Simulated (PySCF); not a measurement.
# Field gradients at the hydrogen positions

Compound: C6H10FPS.
SMILES with atom numbers: `[CH3:1][CH2:2][C:3]1=[C:4]([F:5])[CH2:6][P@H:7](=[S:8])[CH2:9]1` (hydrogens: H10, H11, H12 on C1; H13, H14 on C2; H15, H16 on C6; H17 on P7; H18, H19 on C9)

Geometry (GFN2-xTB, Å), atoms numbered from 1 in this order:
```
atom  x, y, z in Å
C1     2.6108    0.2299    0.1770
C2     1.5053   -0.5980    0.8338
C3     0.1645   -0.2995    0.2407
C4    -0.5788   -1.1509   -0.4579
F5    -0.2048   -2.4214   -0.7101
C6    -1.9002   -0.7162   -1.0091
P7    -2.2295    0.8100   -0.0197
S8    -3.2735    2.2384   -0.7799
C9    -0.4424    1.0709    0.3771
H10    2.6284    0.0535   -0.8958
H11    2.4589    1.2923    0.3522
H12    3.5769   -0.0513    0.5876
H13    1.4809   -0.3780    1.9044
H14    1.7209   -1.6603    0.7081
H15   -1.8362   -0.4543   -2.0719
H16   -2.6725   -1.4805   -0.8938
H17   -2.6932    0.2513    1.1804
H18   -0.0255    1.7729   -0.3548
H19   -0.2997    1.5004    1.3719
```

Level: PBE0/pcSseg-1 (PySCF, non-relativistic); Q(2H) = 0.00286 b; rigid geometry, the same for H and D, with no vibrational averaging.

Question: Rank these positions by the coupling χzz of a deuteron there, largest first.
A. H17 (P–H hydrogen)
B. H10 (methyl hydrogen)
C. H14 (methylene hydrogen)

Answer: B (211 kHz), C (202 kHz), A (123 kHz).

Question: What are Vzz, η and χzz (234.96 MHz × Q × Vzz) at all hydrogens?

Answer: 
```tsv
atom	bonded to	bond length (Å)	Vzz (au)	η	χzz (kHz)
H10	C1	1.087	0.3137	0.02	211
H11	C1	1.087	0.3146	0.02	211
H12	C1	1.087	0.3166	0.02	213
H13	C2	1.093	0.3015	0.02	203
H14	C2	1.091	0.3004	0.03	202
H15	C6	1.096	0.2946	0.01	198
H16	C6	1.093	0.3025	0.01	203
H17	P7	1.403	0.1823	0.02	123
H18	C9	1.096	0.2952	0.00	198
H19	C9	1.093	0.3032	0.02	204
```

Question: Average by the element that carries the hydrogen.

Answer: on C: 205 kHz over 9 positions, mean bond length 1.092 Å; on P: 123 kHz over 1 position, mean bond length 1.403 Å.

Question: Give the 2H NMR doublet splittings at H19 for a magnetic field along the z, y and x axes of the gradient: 3χ/2, 3χ(1 + η)/4, 3χ(1 − η)/4.

Answer: With |χ| = 203.8 kHz and η = 0.019: 306, 156 and 150 kHz, to first order and without motion.

One conformer (not necessarily the lowest) at the GFN2-xTB geometry, without solvent, vibrations or thermal averaging. GFN2-xTB bond lengths can be off by several hundredths of an ångström, more for odd bonds, and the gradients follow them. With so small a basis the couplings can be 20 % off.

The run behind these numbers computed NMR shieldings as well. The run took about 2.2 min of CPU time (one thread, shared machine).
